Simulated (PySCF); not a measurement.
SMILES N[SiH2]N[SiH2]F, B3LYP/def2-SVP optimised geometry.

```
12

Si    -0.45    -0.48     0.00
F     -0.91     1.08     0.00
N     -1.03    -1.32    -1.39
Si    -0.34    -1.46    -2.99
N     -1.41    -0.79    -4.16
H      1.03    -0.48     0.00
H     -1.03    -1.08     1.23
H     -1.99    -1.68    -1.31
H     -0.16    -2.88    -3.42
H      1.00    -0.82    -2.85
H     -1.45    -1.18    -5.10
H     -1.66     0.20    -4.16
```

Density from B3LYP/def2-TZVP run with PySCF at that geometry.

Minimum of the electron density along straight lines between bonded atoms, close to the bond critical point (lines longer than 1.1 times the sum of covalent radii, or with two minima, are not listed):

```tsv
bond	length / Å	ρ at the minimum / e bohr⁻³	∇²ρ there / e bohr⁻⁵	position (fraction from the first atom)
Si1–F2	1.634	0.127	…	0.42
Si1–N3	1.724	0.133	0.55	0.40
N3–Si4	1.752	0.125	0.48	0.60
Si4–N5	1.728	0.132	0.54	0.40
Si1–H6	1.482	0.126	0.13	0.49
Si1–H7	1.485	0.125	0.13	0.49
N3–H8	1.020	0.325	-1.49	0.73
Si4–H9	1.492	0.122	0.13	0.49
Si4–H10	1.494	0.122	0.13	0.49
N5–H11	1.015	0.331	-1.57	0.73
N5–H12	1.016	0.331	-1.57	0.73
```

Problem. What belongs in the gaps?

Solution. 
- Si1–F2, ∇²ρ there / e bohr⁻⁵: 0.83
